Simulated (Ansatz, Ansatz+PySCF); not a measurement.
```csv
atom,x (Å),y (Å),z (Å)
C,0.1223,0.2231,1.1203
S,-0.0140,-0.0811,-0.6610
H,0.9389,0.9474,1.2464
H,-0.7960,0.6634,1.5335
H,0.3823,-0.6896,1.6744
H,-1.0342,-0.9631,-0.5998
```

Basis set: def2-SVP (spherical functions). Correlated methods keep 6 orbitals frozen. Charge 0, multiplicity 3.

Computed with Ansatz (development build ahead of 0.2.0); each method stands on the lowest determinant of its kind that the runs found.

The atomization energy at this shape (free ground-state atoms in the same class of orbitals less the molecule, no zero-point energy) of triplet CH₄S:

| method | atomization energy |
| --- | --- |
| UHF-MP2 | 13.52 eV |

(1) What does UHF give?

## Answers

(1) 9.81 eV. Caution: another spin multiplicity may lie lower.
